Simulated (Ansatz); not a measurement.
Harmonic frequencies (cm⁻¹) at PBE0-D4/def2-TZVP from Ansatz: 90, 101, 116, 127, 189, 272, 343, 493, 514, 546, 586, 672, 728, 827, 855, 864, 928, 936, 966, 1237, 1461, 2229, 2247, 2249, 2713, 3100, 3159.

Problem. Which molecule is it?
A. `NC1NC[SiH2]1`
B. `[F][Ge]1([SiH3])[BH][CH2]1`
C. `C=C(O)[SiH2]C=O`
D. `FC[SiH2]S`

Solution. B.
